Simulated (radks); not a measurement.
Values are calculated unless marked as measured or tabulated.
Valence configurations of N II (all share [He]). Code: a radial shooting solver on a logarithmic mesh with Libxc functionals. Model: scalar-relativistic Kohn-Sham, LDA (Slater exchange, Perdew-Wang correlation), spin-unpolarised, spherical densities, point nucleus. Energies are relative to 2s2 2p2; eigenvalues in eV.

| valence | E (eV) | e(2p) | e(2s) |
|---|---|---|---|
| 2s2 2p2 | 0.000 | -20.817 | -32.251 |
| 2s1 2p3 | 11.453 | -20.889 | -32.362 |
| 2s1.5 2p2.5 | 5.722 | -20.851 | -32.304 |
| 2p4 | 22.944 | -20.979 | - |
| 2s0.5 2p3.5 | 17.194 | -20.932 | -32.424 |

NIST lists [He] 2s2 2p2 as the ground configuration; this level of theory agrees among the configurations tried. The energies are those of spherical spin-averaged densities, not of single terms.
